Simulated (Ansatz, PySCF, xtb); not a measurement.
Potential energy curve for SMILES [GaH2][CH3]. The C1–Ga5 bond (C1 also carries H, H, H; Ga5 carries H, H) is pulled apart rigidly from the PBE0/def2-TZVP optimised geometry.

- GFN1-xTB (xtb)
- UHF/LANL2DZ = unrestricted Hartree-Fock/LANL2DZ, with its core potentials past Ne (PySCF)
- RHF/LANL2DZ = PySCF with restricted Hartree-Fock/LANL2DZ, with its core potentials past Ne
- UCCSD(T) = Ansatz (a first-principles code) with CCSD(T) on UHF/cc-pVTZ, cores with 3d frozen

Energies relative to the lowest point of each curve near equilibrium, in kJ/mol; the last columns give the difference from UCCSD(T):

```
R / Å  GFN1-xTB  UHF/LANL2DZ  RHF/LANL2DZ  UCCSD(T)  GFN1-xTB − UCCSD(T)  UHF/LANL2DZ − UCCSD(T)  RHF/LANL2DZ − UCCSD(T)
-----  --------  -----------  -----------  --------  -------------------  ----------------------  ----------------------
1.46      704.4        438.4        438.4     481.8                222.6                   -43.4                   -43.4
1.56      361.7        240.9        240.9     265.8                 96.0                   -24.9                   -24.9
1.68      147.1        100.9        100.9     113.1                 34.0                   -12.2                   -12.2
1.76       72.1         47.8         47.8      55.0                 17.1                    -7.2                    -7.2
1.83       33.5         19.8         19.8      24.1                  9.4                    -4.3                    -4.3
1.93        6.4          1.8          1.8       3.0                  3.3                    -1.3                    -1.3
1.97        1.8          0.0          0.0       0.3                  1.6                    -0.3                    -0.3
2.01        0.0          0.7          0.7       0.0                  0.0                     0.7                     0.7
2.11        4.1         10.8         10.8       7.8                 -3.7                     3.0                     3.0
2.17       11.0         21.2         21.2      16.8                 -5.8                     4.4                     4.4
2.27       27.3         43.6         43.6      36.6                 -9.3                     7.0                     7.0
2.45       66.2         93.2         93.2      80.9                -14.8                    12.3                    12.3
2.65      116.2        153.8        153.8     134.3                -18.1                    19.5                    19.5
3.00      204.7        221.1        257.8     225.1                -20.4                    -4.0                    32.7
3.23      255.7        241.1        319.9     274.3                -18.6                   -33.3                    45.6
3.53      309.5        254.2        391.8     319.5                -10.0                   -65.3                    72.3
3.92      359.2        261.3        469.7     345.3                 14.0                   -84.0                   124.4
4.36      394.7        264.0        538.8     353.8                 40.9                   -89.8                   185.0
4.84      417.2        264.8        595.8     356.4                 60.8                   -91.5                   239.4
5.28      428.2        265.0        635.1     357.2                 71.1                   -92.1                   277.9
5.89      435.6        265.1        674.7     357.5                 78.0                   -92.4                   317.1
6.82      439.9        265.1        712.4     357.7                 82.2                   -92.6                   354.7
```

GFN1-xTB is furthest from UCCSD(T) at 1.46 (222.6 kJ/mol, above); its mean absolute difference over the points is 37.8 kJ/mol.

UHF/LANL2DZ is furthest from UCCSD(T) at 6.82 (-92.6 kJ/mol, below); its mean absolute difference over the points is 35.7 kJ/mol.

RHF/LANL2DZ is furthest from UCCSD(T) at 6.82 (354.7 kJ/mol, above); its mean absolute difference over the points is 81.3 kJ/mol.

The unrestricted determinant behind UHF/LANL2DZ, UCCSD(T) is spin-contaminated at 2.65 to 6.82 Å (<S²> up to 1.0, against 0.00 for a pure singlet). The restricted form behind RHF/LANL2DZ keeps the bonding electrons paired and can't separate into open-shell fragments.
